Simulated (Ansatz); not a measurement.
Species: (2-methylpropan-2-yl)oxyboronic acid, C₄H₁₁BO₃, net charge 0, singlet state. SMILES: CC(C)(C)OB(O)O
Structure (B3LYP-D3(BJ)/def2-TZVP (Ansatz, a quantum-chemistry and plane-wave program) minimum search):
```
C
O 1 1.4498
B 2 1.3599 1 127.18
O 3 1.3729 2 122.96 1 0.00
H 4 0.9623 3 111.59 2 180.00
O 3 1.3760 2 118.82 1 180.00
H 6 0.9620 3 112.06 2 0.00
C 1 1.5248 2 104.64 3 180.00
H 8 1.0906 1 110.32 2 59.87
H 8 1.0906 9 108.40 1 120.89
H 8 1.0909 9 108.61 10 117.83
C 1 1.5271 2 109.70 3 61.42
H 12 1.0885 1 111.01 2 -64.64
H 12 1.0912 13 108.82 1 -121.36
H 12 1.0913 13 108.53 14 -117.58
C 1 1.5271 2 109.70 3 -61.42
H 16 1.0885 1 111.01 2 64.64
H 16 1.0912 17 108.82 1 121.36
H 16 1.0913 17 108.53 18 117.58
```

Property: vertical ionisation energy (to the doublet state of charge +1; each state is the SCF solution reached for its spin), in eV. Valence correlation only, unless marked. UHF or UKS for open shells. No spin-orbit coupling. Non-relativistic. 

```
level                program  vertical ionisation energy (eV)
-------------------  -------  -------------------------------
HF/aug-cc-pVTZ        Ansatz                             9.64
PBE/def2-TZVPD        Ansatz                             9.72
r2SCAN/def2-TZVPD     Ansatz                             9.90
BHLYP/def2-TZVPD      Ansatz                            10.43
MP2/aug-cc-pVDZ       Ansatz                            11.07
CCSD(T)/aug-cc-pVDZ   Ansatz                            10.49
```
